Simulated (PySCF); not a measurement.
A mixed set of molecules. Method: TDDFT CAM-B3LYP/def2-SVPD, vertical, gas phase, core orbitals frozen in the response (PySCF). Geometries: PBE0-D3(BJ)/def2-SVP; one conformer of each isolated species. Triplets are in the Tamm–Dancoff approximation. Relativistic effects are left out although some hold elements past zinc.

Task: Rank by computed lowest singlet excitation energy, lowest first.
A. `[PH3]->[Zn](<-[PH3])([Br])[Br]`
B. `CC(C)[CH2][GaH2]`
C. `[H][Ga]([H])[C](C)(C)C`
D. `C[SiH2]P1CCOCC1`

Result: C (4.25 eV), B (4.71 eV), D (5.72 eV), A (6.02 eV).

| SMILES | S1 (eV) | f (S1) | α (au) | gap (eV) | LUMO (eV) | S1 mainly |
| --- | --- | --- | --- | --- | --- | --- |
| [H][Ga]([H])[C](C)(C)C | 4.25 | 0.000 | 81.4 | 7.71 | -0.57 | H→L (98%) |
| [H][Ga]([H])[CH2]C(C)C | 4.71 | 0.000 | 79.7 | 8.26 | -0.55 | H→L (97%) |
| C[SiH2]P1CCOCC1 | 5.72 | 0.022 | 117.4 | 8.82 | 0.97 | H→L (62%) |
| [PH3]->[Zn](<-[PH3])([Br])[Br] | 6.02 | 0.056 | 129.0 | 8.79 | 0.18 | H→L+1 (60%) |

H and L stand for HOMO and LUMO.

- `[H][Ga]([H])[C](C)(C)C`: Löwdin shares by element: HOMO carbon 48% or more, gallium 22% (atoms not listed hold the other 31%); LUMO gallium 59%, hydrogen 19% or more, carbon 6% or more (atoms not listed hold the other 16%).
- `[H][Ga]([H])[CH2]C(C)C`: Löwdin shares by element: HOMO carbon 45% or more, gallium 24%, hydrogen 7% or more (atoms not listed hold the other 24%); LUMO gallium 57%, hydrogen 18% or more, carbon 8% or more (atoms not listed hold the other 17%).
- `C[SiH2]P1CCOCC1`: Löwdin shares by element: HOMO phosphorus 58%, carbon 18% or more, silicon 11%; LUMO silicon 22%, carbon 17% or more, phosphorus 12%, hydrogen 7% or more (atoms not listed hold the other 41%).
- `[PH3]->[Zn](<-[PH3])([Br])[Br]`: Löwdin shares by element: HOMO bromine 84%, phosphorus 6% or more; LUMO phosphorus 55%, hydrogen 20% or more (atoms not listed hold the other 25%).

Without π bonds the low states are Rydberg-like; a valence basis with one diffuse set may place them up to an eV too high.
